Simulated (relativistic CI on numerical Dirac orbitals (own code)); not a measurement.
# Level scheme of Xe XIV

These numbers are calculated, not measured: Dirac-Coulomb-Breit CI, separate exchange-only KLI orbitals for each configuration, model QED (radiative potential, 1s self-energy scaled to tabulated hydrogen-like ionisation energies), unscaled Slater integrals (own radial code, finite nucleus).

CI space (outside the closed core [Ar] 3d10): 4s2 4p6 4d5, 4s2 4p5 4d6, 4s2 4p6 4d4 4f, 4s2 4p6 4d4 5p, 4s2 4p6 4d3 4f 5s, 4s2 4p6 4d3 5s 5p, 4p6 4d7, 4p5 4d8, 4s2 4p6 4d3 5s2, 4s2 4p6 4d2 4f 5s2, 4s2 4p6 4d2 5s2 5p. Double excitations out of closed p, d and f shells are left out; levels of such configurations are missing from the list, as are those of other unlisted configurations, and high levels can miss mixing partners.

The lowest level is 4s2 4p6 4d5 6S_5/2, with 91 % of that term; Hund's rules for 4s2 4p6 4d5 give 6S with J = 5/2, in agreement.

| No. | Configuration | Term | J | E (cm⁻¹) | % | Next component (%) | Lifetime (s) |
| --- | --- | --- | --- | --- | --- | --- | --- |
| 1 | 4s2 4p6 4d5 | 6S | 5/2 | 0 | 91 | 8 4P |  |
| 2 | 4s2 4p6 4d5 | 4G | 5/2 | 42954 | 39 | 18 2F | 7.21e-03 |
| 3 | 4s2 4p6 4d5 | 4G | 7/2 | 50420 | 77 | 10 2F | 7.98e-02 |
| 4 | 4s2 4p6 4d5 | 4G | 11/2 | 51806 | 86 | 11 2H |  |
| 5 | 4s2 4p6 4d5 | 4G | 5/2 | 53091 | 41 | 25 4P | 4.28e-03 |
| 6 | 4s2 4p6 4d5 | 4G | 9/2 | 53412 | 91 | 5 4F | 9.34e-01 |
| 7 | 4s2 4p6 4d5 | 4P | 3/2 | 53440 | 50 | 43 4D | 3.58e-03 |
| 8 | 4s2 4p6 4d5 | 4P | 1/2 | 58753 | 68 | 29 4D | 1.35e-01 |
| 9 | 4s2 4p6 4d5 | 4D | 7/2 | 64559 | 77 | 14 4G | 1.50e-02 |
| 10 | 4s2 4p6 4d5 | 4D | 5/2 | 69583 | 44 | 25 2D | 4.36e-03 |
| 11 | 4s2 4p6 4d5 | 4D | 1/2 | 71952 | 71 | 27 4P | 9.47e-03 |
| 12 | 4s2 4p6 4d5 | 2I | 11/2 | 73481 | 78 | 14 2H | 1.43e-02 |
| 13 | 4s2 4p6 4d5 | 4D | 3/2 | 74201 | 48 | 42 4P | 3.79e-03 |
| 14 | 4s2 4p6 4d5 | 2I | 13/2 | 79263 | 100 |  | 1.06e-01 |
| 15 | 4s2 4p6 4d5 | 2F | 7/2 | 80836 | 41 | 35 4F | 1.96e-02 |
| 16 | 4s2 4p6 4d5 | 4F | 3/2 | 82019 | 50 | 44 2D | 3.82e-03 |
| 17 | 4s2 4p6 4d5 | 2G | 9/2 | 82439 | 43 | 38 4F | 1.23e-02 |
| 18 | 4s2 4p6 4d5 | 2F | 5/2 | 83666 | 28 | 20 4P | 1.70e-03 |
| 19 | 4s2 4p6 4d5 | 4F | 5/2 | 91592 | 49 | 28 2F | 3.64e-03 |
| 20 | 4s2 4p6 4d5 | 2H | 9/2 | 93627 | 56 | 40 4F | 3.12e-03 |
| 21 | 4s2 4p6 4d5 | 2G | 7/2 | 97336 | 37 | 32 2F | 4.62e-03 |
| 22 | 4s2 4p6 4d5 | 2D | 3/2 | 100295 | 51 | 42 4F | 3.98e-03 |
| 23 | 4s2 4p6 4d5 | 2F | 7/2 | 102099 | 50 | 40 2G | 2.87e-03 |
| 24 | 4s2 4p6 4d5 | 2F | 5/2 | 102846 | 63 | 19 2D | 3.23e-03 |
| 25 | 4s2 4p6 4d5 | 2H | 11/2 | 106981 | 75 | 19 2I | 2.00e-03 |
| 26 | 4s2 4p6 4d5 | 2F | 7/2 | 109179 | 58 | 30 4F | 4.65e-03 |
| 27 | 4s2 4p6 4d5 | 2G | 9/2 | 110159 | 52 | 30 2H | 4.93e-03 |
| 28 | 4s2 4p6 4d5 | 2S | 1/2 | 114430 | 89 | 5 2P | 2.44e-03 |
| 29 | 4s2 4p6 4d5 | 2D | 5/2 | 118321 | 46 | 39 2F | 1.43e-03 |
| 30 | 4s2 4p6 4d5 | 2D | 3/2 | 126490 | 95 | 4 4D | 1.68e-03 |
| 31 | 4s2 4p6 4d5 | 2D | 5/2 | 133666 | 76 | 17 2F | 1.51e-03 |
| 32 | 4s2 4p6 4d5 | 2G | 9/2 | 139581 | 99 |  | 3.21e-03 |
| 33 | 4s2 4p6 4d5 | 2G | 7/2 | 142795 | 91 | 8 2F | 2.33e-03 |
| 34 | 4s2 4p6 4d5 | 2P | 3/2 | 163359 | 85 | 15 2D | 2.59e-03 |
| 35 | 4s2 4p6 4d5 | 2P | 1/2 | 169822 | 94 | 5 2S | 1.62e-03 |
| 36 | 4s2 4p6 4d5 | 2D | 5/2 | 182526 | 98 | 1 4F | 1.02e-03 |
| 37 | 4s2 4p6 4d5 | 2D | 3/2 | 186812 | 84 | 15 2P | 1.05e-03 |
| 38 | 4s2 4p5 4d6 | 6F° | 11/2 | 661805 | 91 | 7 4G° | 1.43e-08 |
| 39 | 4s2 4p5 4d6 | 6F° | 9/2 | 677421 | 65 | 29 6D° | 3.47e-09 |
| 40 | 4s2 4p5 4d6 | 6P° | 7/2 | 677948 | 29 | 27 6D° | 3.45e-10 |
| 41 | 4s2 4p5 4d6 | 6P° | 5/2 | 680049 | 45 | 21 6D° | 2.00e-10 |
| 42 | 4s2 4p5 4d6 | 6P° | 3/2 | 680950 | 63 | 24 4s2 4p6 4d4 4f 6P° | 1.23e-10 |
| 43 | 4s2 4p5 4d6 | 4P° | 5/2 | 684281 | 57 | 11 6P° | 4.66e-10 |
| 44 | 4s2 4p5 4d6 | 4F° | 9/2 | 687859 | 42 | 38 6D° | 1.12e-09 |
| 45 | 4s2 4p5 4d6 | 6F° | 7/2 | 693597 | 38 | 22 4F° | 4.27e-10 |

Energies count from the lowest computed level; ° marks odd parity; lifetimes are radiative, by E1, M1, E2, M2, E3 decay to levels of this space only; some are left blank where a channel outside the calculation adds to the decay or the decay crosses a small, uncertain gap.

The mean weight of the leading LS term, summed over parents, in these 45 levels is 64 %, and that of the leading jj configuration (from the same eigenvectors) 58 %.

At this charge energies of transitions that change n are usually good to better than 1 %, and those within a shell (Δn = 0) to a few per cent. Terms inside the open d or f shell come out 10 to 20 % too wide with unscaled integrals. Levels and lines within the n = 5 or 6 shells can be off by up to 10 % or somewhat more, and those that change n by about 2 %, since core polarisation is missing.

LS names give the leading component of a level, which can be under half, so a name can repeat, a term be missing and a line seem to break the LS rules.
